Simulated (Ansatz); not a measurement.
```xyz
10

C     0.1105   -1.3257    0.5223
Si    0.4070    0.3179   -0.2614
N    -0.9293    1.3489   -0.0780
Cl    1.9957    1.2860    0.5982
Cl    0.9300   -0.0172   -2.2319
H    -0.7539   -1.8132    0.0638
H    -0.0798   -1.2041    1.5904
H     0.9769   -1.9749    0.3860
H    -0.8150    2.3409   -0.2140
H    -1.8421    1.0415   -0.3755
```

The species carries charge 0 and has multiplicity 1.

Q: List the PBE/def2-TZVPP orbital energies in eV (Ansatz). (An estimate is asked.)

A: Ansatz gave: Occupied: -2738.84, -2738.66, -1781.23, -380.41, -268.87, -249.43, -249.25, -190.11, -189.96, -189.95, -189.93, -189.78, -189.78, -138.74, -95.54, -95.49, -95.42, -21.73, -20.55, -20.06, -17.59, -12.99, -12.57, -10.83, -10.51, -9.87, -9.51, -9.16, -8.16, -7.84, -7.58, -7.45, -6.55. Lowest empty: -0.17, 0.14, 0.76, 0.85, 1.56, 1.90, 2.00, 2.14.
